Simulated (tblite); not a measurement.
Record of a relaxation.

Compound: C3H6BCl.
SMILES with atom numbers: `[CH3:1]/[CH:2]=[CH:3]\[BH:4][Cl:5]` (hydrogens: H6, H7, H8 on C1; H9 on C2; H10 on C3; H11 on B4)

Computed with GFN2-xTB (tblite), gas phase: L-BFGS steps from a force-field or distance-geometry start until the largest atomic force falls under 0.01 eV/Å. 7 of its 97 geometries are shown.

Step 0: E = -414.8737 eV, largest atomic force 2.021 eV/Å
```
atom  x, y, z in Å  |  force x, y, z in eV/Å
C1     -1.303   -0.511    0.033   -1.338  -0.119  -0.605
C2     -0.643    0.807    0.198    0.929  -0.172   0.098
C3      0.701    0.902    0.127   -0.186  -0.366  -0.052
B4      1.477   -0.394   -0.170    1.949  -0.121  -0.521
Cl5     3.316   -0.373   -0.445   -1.917   0.056   0.366
H6     -2.410   -0.336   -0.043    0.952  -0.539   0.240
H7     -1.033   -1.188    0.857   -0.472   0.322  -0.242
H8     -0.950   -0.993   -0.902   -0.549   0.324   0.563
H9     -1.254    1.665    0.405   -0.186   0.175   0.007
H10     1.151    1.876    0.259    0.106  -0.084  -0.021
H11     0.952   -1.452   -0.345    0.711   0.523   0.167
```

Step 16: E = -415.3229 eV, largest atomic force 0.113 eV/Å
```
atom  x, y, z in Å  |  force x, y, z in eV/Å
C1     -1.451   -0.483    0.023    0.018  -0.080   0.016
C2     -0.608    0.738    0.182   -0.017  -0.017   0.006
C3      0.727    0.788    0.067   -0.031   0.020   0.043
B4      1.666   -0.395   -0.223    0.016  -0.057  -0.005
Cl5     3.343   -0.123   -0.365   -0.052   0.018   0.007
H6     -2.509   -0.245    0.026   -0.035   0.080   0.010
H7     -1.254   -1.176    0.838   -0.007  -0.022   0.085
H8     -1.216   -1.009   -0.896    0.049   0.005  -0.099
H9     -1.151    1.643    0.426   -0.020   0.022  -0.008
H10     1.175    1.761    0.226    0.050   0.100  -0.019
H11     1.282   -1.496   -0.329    0.030  -0.068  -0.036
```

Step 32: E = -415.3265 eV, largest atomic force 0.031 eV/Å
```
atom  x, y, z in Å  |  force x, y, z in eV/Å
C1     -1.452   -0.486    0.030   -0.002  -0.003   0.000
C2     -0.609    0.736    0.189   -0.017  -0.012  -0.001
C3      0.726    0.782    0.076   -0.023   0.014  -0.009
B4      1.665   -0.403   -0.223    0.007  -0.003   0.000
Cl5     3.336   -0.106   -0.357    0.006  -0.004   0.002
H6     -2.509   -0.232    0.020    0.013   0.003  -0.005
H7     -1.272   -1.177    0.854   -0.006   0.014  -0.010
H8     -1.204   -1.006   -0.892   -0.006  -0.010   0.020
H9     -1.153    1.645    0.418    0.002  -0.013   0.003
H10     1.177    1.759    0.215    0.023   0.019   0.010
H11     1.298   -1.509   -0.355    0.002  -0.005  -0.010
```

Step 48: E = -415.3412 eV, largest atomic force 0.132 eV/Å
```
atom  x, y, z in Å  |  force x, y, z in eV/Å
C1     -1.455   -0.499    0.086   -0.037   0.072  -0.017
C2     -0.608    0.717    0.202    0.080   0.049  -0.018
C3      0.723    0.773    0.052    0.093  -0.003  -0.015
B4      1.672   -0.374   -0.358   -0.059  -0.014   0.051
Cl5     3.353   -0.131   -0.203   -0.040  -0.006  -0.022
H6     -2.460   -0.234   -0.227   -0.066   0.006  -0.059
H7     -1.529   -0.960    1.068   -0.031  -0.104   0.076
H8     -1.037   -1.221   -0.603    0.063  -0.076  -0.020
H9     -1.157    1.610    0.479    0.054   0.040   0.062
H10     1.191    1.732    0.253   -0.086   0.023  -0.037
H11     1.312   -1.410   -0.775    0.029   0.012  -0.001
```

Step 64: E = -415.3533 eV, largest atomic force 0.037 eV/Å
```
atom  x, y, z in Å  |  force x, y, z in eV/Å
C1     -1.450   -0.507    0.120   -0.003   0.005  -0.005
C2     -0.599    0.706    0.241    0.001   0.004  -0.003
C3      0.721    0.777    0.025   -0.003  -0.004   0.022
B4      1.663   -0.357   -0.426    0.019   0.013   0.024
Cl5     3.334   -0.163   -0.153    0.014  -0.002  -0.034
H6     -2.375   -0.268   -0.402   -0.006   0.006   0.000
H7     -1.718   -0.862    1.116   -0.020   0.016  -0.002
H8     -0.936   -1.307   -0.400    0.019  -0.017  -0.010
H9     -1.131    1.591    0.576   -0.011  -0.011   0.006
H10     1.179    1.741    0.227   -0.002  -0.003  -0.006
H11     1.318   -1.348   -0.951   -0.008  -0.009   0.007
```

Step 80: E = -415.3633 eV, largest atomic force 0.032 eV/Å
```
atom  x, y, z in Å  |  force x, y, z in eV/Å
C1     -1.464   -0.498    0.082    0.010  -0.017  -0.017
C2     -0.590    0.686    0.289   -0.010   0.003  -0.024
C3      0.731    0.761    0.070    0.005  -0.005   0.025
B4      1.676   -0.368   -0.389    0.013  -0.003   0.004
Cl5     3.348   -0.037   -0.450   -0.018  -0.006  -0.017
H6     -2.314   -0.223   -0.542    0.001   0.001   0.027
H7     -1.858   -0.833    1.042   -0.009   0.006  -0.023
H8     -0.929   -1.317   -0.388   -0.003   0.000   0.032
H9     -1.116    1.560    0.660   -0.001   0.005  -0.017
H10     1.185    1.725    0.277    0.005  -0.005   0.018
H11     1.336   -1.453   -0.677    0.008   0.021  -0.008
```

Step 96: E = -415.3662 eV, largest atomic force 0.008 eV/Å
```
atom  x, y, z in Å  |  force x, y, z in eV/Å
C1     -1.464   -0.499    0.083    0.005  -0.002   0.006
C2     -0.586    0.677    0.311    0.001   0.000  -0.004
C3      0.738    0.748    0.112   -0.002   0.002  -0.003
B4      1.678   -0.364   -0.395   -0.001   0.006   0.005
Cl5     3.332    0.002   -0.577    0.004   0.003   0.000
H6     -2.236   -0.244   -0.643    0.000   0.002   0.000
H7     -1.970   -0.763    1.011   -0.006  -0.001   0.004
H8     -0.908   -1.357   -0.276    0.002  -0.005  -0.005
H9     -1.115    1.552    0.677    0.002   0.001  -0.002
H10     1.194    1.708    0.338    0.002  -0.004   0.001
H11     1.343   -1.455   -0.666   -0.007  -0.002  -0.002
```

**Question.** Summarise the path.

**Answer.** The energy falls by 47.52 kJ/mol from step 0 to step 96; nine tenths of that is first reached at step 15. It rises by more than 0.2 meV at steps 47 and 50. The largest force goes from 2.021 to 0.008 eV/Å. Among the bonds B4–Cl5 changes most, from 1.860 to 1.704 Å; the atoms move by 0.499 Å rms after alignment.

What follows is the cost of the whole relaxation. On an AMD EPYC 9B45 with one thread, shared host with 96 logical CPUs at a one-minute load of 17, this took 0.23 s.
